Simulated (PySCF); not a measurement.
PySCF input (BP86/def2-SVP):

```python
from pyscf import gto, dft

mol = gto.M(
    atom='''
    C     2.20953200    0.44407100    0.27924700
    Si    0.83028300   -0.77653100   -0.13866800
    B    -0.98839900    0.13118700   -0.03974800
    O    -1.15906800    1.45339400    0.28895500
    O    -2.10598000   -0.59695500   -0.31101100
    H     2.21815200    1.28439000   -0.41934500
    H     3.18941300   -0.03331100    0.22896700
    H     2.09085400    0.84309700    1.28966000
    H     1.05869700   -1.32305300   -1.50183800
    H     0.88654300   -1.91984300    0.80936400
    H    -0.34322100    1.92711100    0.47204600
    H    -2.91921700   -0.07883300   -0.23779900
    ''',
    basis='def2-svp',
    charge=0,
    spin=0,
    verbose=4,
)

mf = dft.RKS(mol, xc='bp86')
mf.grids.level = 3
mf.conv_tol = 1e-9
mf.max_cycle = 100
mf.max_memory = 1500
mf.kernel()
if not mf.converged:
    mf = mf.newton()
    mf.kernel(mf.make_rdm1())
mf.dip_moment()
```

Output:

```
PySCF version 2.14.0

[INPUT] verbose = 4
[INPUT] num. atoms = 12
[INPUT] num. electrons = 48
[INPUT] charge = 0
[INPUT] spin (= nelec alpha-beta = 2S) = 0
[INPUT] symmetry False subgroup None
[INPUT] Mole.unit = angstrom
[INPUT] Symbol           X                Y                Z      unit          X                Y                Z       unit  Magmom
[INPUT]  1 C      2.209532000000   0.444071000000   0.279247000000 AA    4.175410343462   0.839172569862   0.527700351106 Bohr   0.0
[INPUT]  2 Si     0.830283000000  -0.776531000000  -0.138668000000 AA    1.569007475882  -1.467430917235  -0.262044542241 Bohr   0.0
[INPUT]  3 B     -0.988399000000   0.131187000000  -0.039748000000 AA   -1.867803411794   0.247907501103  -0.075112833999 Bohr   0.0
[INPUT]  4 O     -1.159068000000   1.453394000000   0.288955000000 AA   -2.190321079747   2.746516611086   0.546045812324 Bohr   0.0
[INPUT]  5 O     -2.105980000000  -0.596955000000  -0.311011000000 AA   -3.979725423812  -1.128081458690  -0.587725611727 Bohr   0.0
[INPUT]  6 H      2.218152000000   1.284390000000  -0.419345000000 AA    4.191699782656   2.427145337130  -0.792447201706 Bohr   0.0
[INPUT]  7 H      3.189413000000  -0.033311000000   0.228967000000 AA    6.027117068127  -0.062948666935   0.432684921563 Bohr   0.0
[INPUT]  8 H      2.090854000000   0.843097000000   1.289660000000 AA    3.951141426451   1.593222426442   2.437104193807 Bohr   0.0
[INPUT]  9 H      1.058697000000  -1.323053000000  -1.501838000000 AA    2.000647378899  -2.500207818284  -2.838062503465 Bohr   0.0
[INPUT] 10 H      0.886543000000  -1.919843000000   0.809364000000 AA    1.675323467650  -3.627977472163   1.529476295082 Bohr   0.0
[INPUT] 11 H     -0.343221000000   1.927111000000   0.472046000000 AA   -0.648593690199   3.641712001637   0.892037658196 Bohr   0.0
[INPUT] 12 H     -2.919217000000  -0.078833000000  -0.237799000000 AA   -5.516520628174  -0.148972779578  -0.449374982695 Bohr   0.0

nuclear repulsion = 213.395249623721
number of shells = 53
number of NR pGTOs = 181
number of NR cGTOs = 109
basis = def2-svp
ecp = {}

******** <class 'pyscf.dft.rks.RKS'> ********
method = RKS
initial guess = minao
damping factor = 0
level_shift factor = 0
DIIS = <class 'pyscf.scf.diis.CDIIS'>
diis_start_cycle = 1
diis_space = 8
diis_damp = 0
SCF conv_tol = 1e-09
SCF conv_tol_grad = None
SCF max_cycles = 100
direct_scf = True
direct_scf_tol = 1e-13
XC library pyscf.dft.libxc version 7.1.2
    S. Lehtola, C. Steigemann, M. J. T. Oliveira, and M. A. L. Marques,  SoftwareX 7, 1–5 (2018)
XC functionals = bp86
    A. D. Becke,  Phys. Rev. A 38, 3098 (1988)
    J. P. Perdew,  Phys. Rev. B 33, 8822 (1986)
    J. P. Perdew,  Phys. Rev. B 34, 7406–7406 (1986)
radial grids:
    Treutler-Ahlrichs [JCP 102, 346 (1995); DOI:10.1063/1.469408] (M4) radial grids

becke partition: Becke, JCP 88, 2547 (1988); DOI:10.1063/1.454033
pruning grids: <function nwchem_prune>
grids dens level: 3
symmetrized grids: False
atomic radii adjust function: <function treutler_atomic_radii_adjust>
small_rho_cutoff = 0
Set gradient conv threshold to 3.16228e-05
Initial guess from minao.
tot grids = 144168
init E= -507.134841474087
  HOMO = -0.326541041603948  LUMO = -0.101166896782271  gap/eV = 6.13274
cycle= 1 E= -506.772841430501  delta_E= 0.362  |g|= 1.02  |ddm|= 3.42
  HOMO = -0.0939626680136505  LUMO = 0.0303927022317878  gap/eV = 3.38388
cycle= 2 E= -506.250776835749  delta_E= 0.522  |g|= 1.89  |ddm|= 2.79
  HOMO = -0.225888904112653  LUMO = -0.013010296826065  gap/eV = 5.79272
cycle= 3 E= -506.974414366247  delta_E= -0.724  |g|= 0.161  |ddm|= 2.05
  HOMO = -0.247614442780885  LUMO = -0.0289984110087658  gap/eV = 5.94885
cycle= 4 E= -506.98027869658  delta_E= -0.00586  |g|= 0.0637  |ddm|= 0.214
  HOMO = -0.244826628356798  LUMO = -0.0268672381265591  gap/eV = 5.93098
cycle= 5 E= -506.981225253942  delta_E= -0.000947  |g|= 0.0214  |ddm|= 0.0778
  HOMO = -0.243398309143223  LUMO = -0.0254668816653552  gap/eV = 5.93022
cycle= 6 E= -506.981348797905  delta_E= -0.000124  |g|= 0.00753  |ddm|= 0.0279
  HOMO = -0.243444778700887  LUMO = -0.0256813842284171  gap/eV = 5.92564
cycle= 7 E= -506.981359476057  delta_E= -1.07e-05  |g|= 0.00292  |ddm|= 0.00747
  HOMO = -0.243568390860581  LUMO = -0.0258059862341273  gap/eV = 5.92562
cycle= 8 E= -506.981361144727  delta_E= -1.67e-06  |g|= 0.000644  |ddm|= 0.0032
  HOMO = -0.243526036133156  LUMO = -0.0257614803119099  gap/eV = 5.92568
cycle= 9 E= -506.981361232402  delta_E= -8.77e-08  |g|= 0.000131  |ddm|= 0.00102
  HOMO = -0.243537965852305  LUMO = -0.0257750429791384  gap/eV = 5.92563
cycle= 10 E= -506.981361237865  delta_E= -5.46e-09  |g|= 2.1e-05  |ddm|= 0.000232
  HOMO = -0.243540359112683  LUMO = -0.0257758567034583  gap/eV = 5.92567
cycle= 11 E= -506.981361237976  delta_E= -1.1e-10  |g|= 9.44e-06  |ddm|= 4.42e-05
  HOMO = -0.243538148886465  LUMO = -0.0257745342937947  gap/eV = 5.92565
Extra cycle  E= -506.98136123797  delta_E= 5.8e-12  |g|= 1.07e-05  |ddm|= 2.74e-05
converged SCF energy = -506.98136123797
Dipole moment(X, Y, Z, Debye):  0.19081,  1.98047,  0.52559
```

The geometry given is a B3LYP-D3(BJ)/def2-TZVP minimum.
